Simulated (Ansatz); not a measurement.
**C6H8Ge: where a starting geometry ends**

The starting geometry of this gas-phase singlet was optimised with GFN2-xTB; its bonds are those of `C=[CH][GeH]1[CH]=CC=[CH]1`.

```xyz
15

C    -2.7391   -2.5537   -0.5331
C    -1.4267   -2.4489   -0.6505
C     1.1710   -1.2443    1.0183
C     2.2677   -0.8622    0.3581
C     2.0928   -0.2760   -0.9667
C     0.8470   -0.1586   -1.4346
Ge   -0.3975   -0.8769   -0.1000
H    -3.2818   -3.4332   -0.8464
H    -3.3302   -1.7585   -0.1062
H    -0.8577   -3.2619   -1.0825
H    -1.3450    0.1491    0.4787
H     1.2099   -1.6859    1.9996
H     3.2703   -0.9619    0.7529
H     2.9710    0.0413   -1.5135
H     0.6283    0.2620   -2.4014
```

Task: Predict what becomes of its bonds when it is optimised with PBE-D3(BJ)/def2-SVP.

Result: It keeps its bonds, and is `C=[CH][GeH]1[CH]=CC=[CH]1`.

The energy falls by 0.16 eV over 7 steps:

```
step  E − E(last) (eV)
   1             0.156
   2             0.011
   3             0.009
   4             0.002
   5             0.000
   6             0.000
   7             0.000
```

Final geometry (Å):

```yaml
atoms:
  - { symbol: C, position_ang: [-2.7329, -2.5448, -0.5277] }
  - { symbol: C, position_ang: [-1.3972, -2.4402, -0.6561] }
  - { symbol: C, position_ang: [1.1612, -1.2584, 1.0472] }
  - { symbol: C, position_ang: [2.2727, -0.8703, 0.3683] }
  - { symbol: C, position_ang: [2.0944, -0.2752, -0.9799] }
  - { symbol: C, position_ang: [0.8293, -0.1514, -1.4610] }
  - { symbol: Ge, position_ang: [-0.3861, -0.8690, -0.0966] }
  - { symbol: H, position_ang: [-3.2819, -3.4461, -0.8529] }
  - { symbol: H, position_ang: [-3.3436, -1.7349, -0.0915] }
  - { symbol: H, position_ang: [-0.8257, -3.2759, -1.0986] }
  - { symbol: H, position_ang: [-1.3834, 0.1665, 0.4922] }
  - { symbol: H, position_ang: [1.1942, -1.7115, 2.0482] }
  - { symbol: H, position_ang: [3.2936, -0.9784, 0.7757] }
  - { symbol: H, position_ang: [2.9863, 0.0467, -1.5460] }
  - { symbol: H, position_ang: [0.5991, 0.2732, -2.4485] }
```

The end wasn't checked by frequencies. Run with Ansatz 0.2.0, 9 s on 4 threads of Arm Neoverse V2, on a shared host.
